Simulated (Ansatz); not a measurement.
A nudged elastic band was laid between two geometries of BCl2H3Si + CH4 (12 atoms, charge 0, multiplicity 1).

Method: Ansatz 0.2.0, RKS PBE-D4/6-31G*.

| Quantity | Value |
| --- | --- |
| movable images | 7 |
| climbing image | yes |
| spring | 5.0 eV/Å² |
| optimiser | quadratic models (default) |
| start path | through a guess of the saddle point |
| force threshold | 0.05 eV/Å |
| iteration limit | 60 |
| end points | relaxed |

Initial state:

```xyz
12
Properties=species:S:1:pos:R:3
B 0.522 -0.531 1.477
Si 1.407 1.082 0.623
Cl 1.177 -2.150 1.232
Cl -0.882 -0.341 2.525
H -1.306 0.567 -1.244
C -1.437 -0.511 -1.428
H 0.429 2.197 0.407
H 2.474 1.573 1.563
H 2.062 0.723 -0.677
H -2.007 -0.959 -0.600
H -0.452 -0.997 -1.508
H -1.987 -0.654 -2.371
```

Final state:

```xyz
12
Properties=species:S:1:pos:R:3
B -0.748 -1.222 0.629
Si 1.620 1.766 0.089
Cl 0.614 -2.305 0.944
Cl -1.255 -0.141 1.938
H 0.811 0.830 -0.758
C -1.516 -1.261 -0.732
H 0.767 2.932 0.485
H 2.100 1.045 1.309
H 2.793 2.251 -0.708
H -2.300 -2.042 -0.666
H -0.861 -1.542 -1.572
H -2.026 -0.311 -0.958
```

(1) Which bonds break or form, and what moves?

(2) Give the energies along the band, and the barrier.

(3) What is the geometry of the highest image?

(4) What are the harmonic wavenumbers there?

The band took 14 iterations and about 7 core-minutes.

## Answers

(1) Bonds broken: B1–Si2, H5–C6. Bonds formed: B1–C6, Si2–H5. BCl2H3Si + CH4 becomes CH3BCl2 + H4Si.

(2) The forces met the threshold. The highest image is number 4 of 0 to 8, 125.6 kJ/mol above the first end and 139.7 kJ/mol above the last; the last end lies 14.1 kJ/mol below the first. A vibrational analysis at the climbing image gives one clearly imaginary mode, 922i cm⁻¹: a first-order saddle point. The orbitals stay closed-shell, which can raise the energy where a bond breaks towards radicals; this wasn't checked here.

| image | path coordinate (Å) | energy (kJ/mol) | B1–Si2 (Å) | H5–C6 (Å) | B1–C6 (Å) |
| --- | --- | --- | --- | --- | --- |
| 0 | 0.00 | 0.0 | 2.03 | 1.10 | 3.50 |
| 1 | 0.98 | 0.8 | 2.03 | 1.10 | 3.51 |
| 2 | 1.96 | 3.7 | 2.03 | 1.10 | 3.28 |
| 3 | 2.94 | 33.5 | 2.02 | 1.12 | 2.61 |
| 4 | 3.92 | 125.6 | 2.14 | 1.42 | 1.81 |
| 5 | 4.75 | 27.7 | 2.64 | 2.08 | 1.59 |
| 6 | 5.58 | -2.8 | 3.25 | 2.44 | 1.57 |
| 7 | 6.41 | -13.3 | 3.73 | 2.89 | 1.56 |
| 8 | 7.24 | -14.1 | 3.85 | 3.13 | 1.56 |

(3) 
```xyz
12
Properties=species:S:1:pos:R:3
B -0.106 -0.461 0.540
Si 1.248 1.189 0.375
Cl 0.974 -1.924 0.698
Cl -1.214 -0.010 1.920
H -0.177 0.164 -0.558
C -1.179 -0.793 -0.879
H 0.552 2.509 0.216
H 1.938 1.125 1.699
H 2.242 1.023 -0.737
H -1.675 -1.638 -0.376
H -0.669 -1.158 -1.783
H -1.935 -0.027 -1.113
```

(4) 922i, 122, 155, 163, 193, 247, 259, 271, 411, 539, 543, 655, 702, 804, 833, 888, 893, 906, 1000, 1072, 1275, 1434, 1461, 2176, 2195, 2224, 2318, 3004, 3102, 3119 cm⁻¹.

Time of the run: 3.5 min on 2 threads of Arm Neoverse V2, with other jobs on the host, peak memory 0.15 GiB.
